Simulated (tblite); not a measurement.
Q: Write a Z-matrix for `C=CC1=C(C)C=CC2=CN=NN21` as optimised with GFN2-xTB.

A: 
Z-matrix in Å and degrees, rows numbered from 1:
```
C 
C   1  1.3275
C   2  1.4549  1  127.09
C   3  1.3786  2  128.32  1   -32.99
C   4  1.4974  3  122.45  2    -1.68
C   4  1.4175  3  119.61  2  -179.85
C   6  1.3631  4  122.03  3     1.10
C   7  1.4015  6  118.19  4     0.75
C   8  1.3957  7  138.31  6   178.33
N   9  1.3305  8  108.32  7  -179.58
N  10  1.2894  9  110.31  8    -0.24
N  11  1.3289 10  108.43  9     0.37
H   1  1.0750  2  123.21  3    -1.12
H   1  1.0764  2  120.55  3  -178.89
H   2  1.0827  1  119.87  3   175.79
H   5  1.0880  4  109.90  3  -150.95
H   5  1.0898  4  110.71  3    90.18
H   5  1.0871  4  110.92  3   -30.36
H   6  1.0796  4  118.07  3  -179.00
H   7  1.0779  6  122.45  4  -179.94
H   9  1.0696  8  129.57  7     0.33
```

The 6-membered ring C3–C4–C6–C7–C8–N12 has internal angles of 117.4° to 124.0° (sum 720°, against 720° for a flat polygon); it is planar, 0.01 Å rms from its mean plane, widest ring torsion 2°. The 5-membered ring C8–C9–N10–N11–N12 has internal angles of 102.9° to 110.3° (sum 540°, against 540° for a flat polygon); it is planar, 0.00 Å rms from its mean plane, widest ring torsion 0°. The 2 N–N bonds span 1.289 Å (N10–N11, aromatic) to 1.329 Å (N11–N12, aromatic), a spread of 0.040 Å. N12 (pyrrole-type nitrogen) is planar (angles 126.0°, 124.0° and 110.0°, sum 360.0°, 0.00 Å off the plane of its three neighbours).

Structure optimised with GFN2-xTB, isolated species.

Point group: C1 (no symmetry element, even within 0.4 Å). Its GFN2-xTB frequencies are all real (lowest 76 cm⁻¹). One conformer, not necessarily the lowest (C1–C2–C3–C4 -33°). 2 starts were optimised and ended at 0.00 and 0.57 kcal/mol (GFN2-xTB); the lowest of these is shown.

These are computed values.
